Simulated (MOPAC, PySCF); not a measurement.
Stepwise substitution at one centre (Al H-CH3). All species are isolated molecules in the gas phase. Strings in code marks are SMILES.

Quantity: redistribution energy (mixed species minus the weighted end members), in kJ/mol. Semi-empirical values (MOPAC) are differences of heats of formation.

Level 1: PBE-D3(BJ)/def2-TZVP // M06-2X/def2-TZVP (PySCF)
Level 2: B3LYP/LANL2DZ // M06-2X/def2-TZVP (PySCF)
Level 3: PBE/6-31G* // M06-2X/def2-TZVP (PySCF)
Level 4: PM6 // M06-2X/def2-TZVP (MOPAC)

| species | level 1 | level 2 | level 3 | level 4 |
|---|---|---|---|---|
| 2 of 3 H replaced by CH3: `[CH3][AlH][CH3]` | -0.89 | -1.14 | -1.90 | 5.54 |
| 1 of 3 H replaced by CH3: `[CH3][AlH2]` | -0.77 | -1.44 | -1.72 | 5.48 |
